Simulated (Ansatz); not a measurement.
Isolated molecules relaxed with PBE0-D4/def2-TZVP in Ansatz; ΔE leaves out vibrations. CBS: MP2 limit from def2 TZ/QZ plus the TZ coupled-cluster correction, frozen cores. This one scheme is used for every species. DFT in def2-TZVPP. No spin–orbit coupling; open shells (•) take unrestricted orbitals. One conformer a species, not always the lowest.

Reaction (hydrogen abstraction from the S–H bond): `O[SiH](F)S` + `[CH3]`• → `O[SiH](F)[S]`• + CH₄

```json
{"level": "PBE-D4", "ΔE (eV)": "-0.77"}
{"level": "B97M-V", "ΔE (eV)": "-0.77"}
{"level": "BHLYP-D4", "ΔE (eV)": "-0.78"}
{"level": "revPBE", "ΔE (eV)": "-0.77"}
{"level": "BHLYP", "ΔE (eV)": "-0.79"}
{"level": "HF/def2-SVP", "ΔE (eV)": "-0.80"}
{"level": "SCS-MP2/def2-QZVPP", "ΔE (eV)": "-0.76"}
{"level": "CCSD/CBS(def2)", "ΔE (eV)": "-0.74"}
```

(1) What does CCSD(T)/CBS give? (Estimate.)

Largest T1 diagnostic among the species: 0.014.

Answers

(1) Ansatz gave: -0.73 eV. The listed levels differ from it by -0.04, -0.04, -0.05, -0.04, -0.06, -0.07, -0.03, -0.01 eV.

Leaving LDA and LC-ωPBE aside and taking each functional with its dispersion term where it has one, the values, not all of them listed here, spread over 0.15 eV, from BLYP-D4 to r2SCAN-D4. At CCSD(T), def2-SVP lies −0.12 eV from the extrapolated value and def2-TZVPP −0.03 eV. From BLYP to BHLYP (50 % exact exchange), in def2-TZVPP and without D4, ΔE moves by +0.04 eV.
